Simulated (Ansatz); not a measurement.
C2H8SiTe (`C[SiH](C)[TeH]`). Charge 0, multiplicity 1. Te takes the def2 core potential. The structure was optimised at the PBE0-D4/def2-TZVP level.

```xyz
12

C     0.495   -0.342   -1.667
Si    0.372   -0.254    0.196
C    -1.388   -0.012    0.771
Te    1.814    1.680    0.891
H     0.125    0.578   -2.127
H    -0.108   -1.174   -2.041
H     1.526   -0.498   -1.989
H     0.924   -1.496    0.803
H    -1.812    0.900    0.345
H    -2.006   -0.861    0.465
H    -1.436    0.068    1.859
H     1.492    1.411    2.495
```

Task: What is the dipole moment at ωB97M-V/def2-TZVPP? (An estimate is asked.)

Result: The calculation gave: 1.74 D, with components (-1.34, -0.86, -0.71) D in this frame, pointing from negative to positive charge.

Task: And with PBE, r2SCAN, B3LYP? (Best estimate.)

Result: Computed: PBE 1.66 D, r2SCAN 1.74 D, B3LYP 1.68 D.

Task: Give the Mulliken charges with ωB97M-V, PBE, B3LYP in def2-TZVPP. (Estimate.)

Result: Ansatz gave: 
```csv
atom,ωB97M-V,PBE,B3LYP
C1,-0.45,-0.38,-0.39
Si2,0.28,0.25,0.33
C3,-0.42,-0.35,-0.37
Te4,-0.11,-0.09,-0.09
H5,0.13,0.11,0.11
H6,0.12,0.11,0.10
H7,0.13,0.12,0.11
H8,-0.03,-0.07,-0.08
H9,0.13,0.11,0.11
H10,0.12,0.10,0.10
H11,0.12,0.11,0.10
H12,-0.01,-0.02,-0.03
```

B3LYP here is the variant with VWN-RPA as its local correlation; programs differ in this.
